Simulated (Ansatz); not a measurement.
`[CH3][Ge]([CH3])([CH3])[CH3]` + `NB[SiH2]Cl` → `[CH3][Ge]([CH3])([CH3])[Cl]` + `C[SiH2]BN`  (redistribution)

Isolated molecules relaxed with PBE0-D4/def2-TZVP in Ansatz; ΔE leaves out vibrations. CCSD(T)/CBS adds triple-zeta CCSD(T) − MP2 to the extrapolated MP2 energy (def2 sets, frozen cores). DFT in def2-TZVPP. For Ge outer-core shells are correlated without core-valence functions, which leaves a few kJ/mol of doubt a bond. Scalar relativity is left out up to krypton. One conformer a species, not always the lowest.

`[CH3][Ge]([CH3])([CH3])[CH3]`:

Z-matrix (Å, degrees):
```
C
Ge 1 1.959
H 1 1.092 2 110.7
H 1 1.092 2 110.7 3 120.0
H 1 1.092 2 110.7 3 -120.0
C 2 1.959 1 109.5 3 179.9
C 2 1.959 1 109.5 3 59.9
C 2 1.959 1 109.5 3 -60.1
H 6 1.092 2 110.7 1 59.9
H 6 1.092 2 110.7 1 179.9
H 6 1.092 2 110.7 1 -60.1
H 7 1.092 2 110.7 1 179.8
H 7 1.092 2 110.7 1 59.8
H 7 1.092 2 110.7 1 -60.2
H 8 1.092 2 110.7 1 60.0
H 8 1.092 2 110.7 1 -180.0
H 8 1.092 2 110.7 1 -60.0
```

`NB[SiH2]Cl`:

```xyz
9

N    -0.270   -1.639    0.053
B    -0.059   -0.431    0.695
Si    0.063    1.275   -0.369
Cl    1.920    2.138   -0.047
H    -0.330   -2.518    0.543
H    -0.367   -1.733   -0.945
H     0.054   -0.433    1.887
H    -0.955    2.286    0.022
H    -0.056    1.055   -1.839
```

`[CH3][Ge]([CH3])([CH3])[Cl]`:

Cartesian coordinates in Å:
```
C -0.279 -1.088 1.503
Ge 0.338 -0.134 -0.075
C -0.748 -0.502 -1.646
C 0.574 1.770 0.244
Cl 2.325 -0.922 -0.518
H -0.321 -2.159 1.301
H -1.276 -0.743 1.785
H 0.403 -0.915 2.336
H -0.787 -1.575 -1.832
H -0.322 -0.010 -2.521
H -1.765 -0.133 -1.495
H -0.388 2.235 0.472
H 0.996 2.249 -0.640
H 1.250 1.928 1.085
```

`C[SiH2]BN`:

Cartesian coordinates in Å:
```
C 0.843 -1.811 -0.304
Si -0.142 -0.544 0.677
B -0.746 1.012 -0.457
N -0.436 2.317 -0.104
H 1.749 -1.364 -0.719
H 1.137 -2.655 0.324
H 0.248 -2.197 -1.136
H 0.690 -0.063 1.827
H -1.331 -1.224 1.277
H -1.381 0.855 -1.464
H -0.723 3.119 -0.640
H 0.092 2.555 0.720
```

```json
{"level": "ωB97X-V", "ΔE (eV)": "-0.11"}
{"level": "r2SCANh", "ΔE (eV)": "-0.12"}
{"level": "BHLYP", "ΔE (eV)": "-0.12"}
{"level": "CCSD/CBS(def2)", "ΔE (eV)": "-0.07"}
```

**Question.** What does CCSD(T)/CBS give? (Best estimate.)

**Answer.** Ansatz gave: -0.07 eV. The listed levels differ from it by -0.04, -0.05, -0.05, 0.00 eV.

Largest T1 diagnostic among the species: 0.012.

At CCSD(T), def2-SVP lies −0.06 eV from the extrapolated value and def2-TZVPP +0.00 eV. Leaving LDA and LC-ωPBE aside and taking each functional with its dispersion term where it has one, the values, not all of them listed here, spread over 0.06 eV, from B97M-V to PBE-QIDH. In def2-TZVPP, CCSD(T) changes the Hartree–Fock value by +0.08 eV (the triples alone add +0.00 eV) and MP2 by +0.09 eV.
